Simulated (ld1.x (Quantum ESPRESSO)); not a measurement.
# Cutoff test, He (Z = 2), PAW

He, PAW, made with ld1.x (Quantum ESPRESSO) 7.5 (PBEsol, non-relativistic). Core none, reference 1s2. Waves: 1s (bound): rcut 0.35, rcutus 0.50 bohr; 1s channel at 2.05 Ry: rcut 0.35, rcutus 0.50 bohr; 2p channel at 0.25 Ry: rcut 0.30, rcutus 0.35 bohr; 2p channel at 0.7 Ry: rcut 0.30, rcutus 0.35 bohr. Local part: all-electron potential smoothed inside 0.30 bohr (lloc = -1). Core correction: none. Augmentation charge: GAUSS, radius 0.30 bohr.

The pseudo-atom Hamiltonian at the reference potential is diagonalised in spherical Bessel functions j_l(qr) that vanish at 20 bohr, with q² up to the cutoff. All-electron valence levels (Ry): 1s -1.1391.

Question: How do the lowest levels (Ry) of each channel move with the cutoff, and are there ghosts?

Answer:

```
cutoff (Ry)     s #1    s #2    p #1    d #1    d #2    f #1    f #2  Σ f·Δε (mRy)
          8  -0.6354  0.0232  0.0456  0.0822  0.2006  0.1218  0.2689        1007.3
         12  -0.7506  0.0215  0.0456  0.0822  0.2006  0.1218  0.2689         776.9
         21  -0.9008  0.0194  0.0456  0.0822  0.2006  0.1218  0.2689         476.5
         30  -0.9761  0.0185  0.0456  0.0822  0.2006  0.1218  0.2689         326.0
         45  -1.0554  0.0175  0.0456  0.0822  0.2006  0.1218  0.2689         167.4
         55  -1.0861  0.0171  0.0456  0.0822  0.2006  0.1218  0.2689         106.0
         70  -1.1098  0.0169  0.0456  0.0822  0.2006  0.1218  0.2689          58.5
        100  -1.1295  0.0166  0.0456  0.0822  0.2006  0.1218  0.2689          19.1
        120  -1.1347  0.0166  0.0456  0.0822  0.2006  0.1218  0.2689           8.8
        180  -1.1388  0.0165  0.0456  0.0822  0.2006  0.1218  0.2689           0.6
        230  -1.1390  0.0165  0.0456  0.0822  0.2006  0.1218  0.2689           0.1
        400  -1.1391  0.0165  0.0456  0.0822  0.2006  0.1218  0.2689           0.0
```

Result: no extra level below or beside the all-electron valence levels (s, p, d, f tested); 10 mRy is reached at 120 Ry and 1 mRy at 180 Ry.
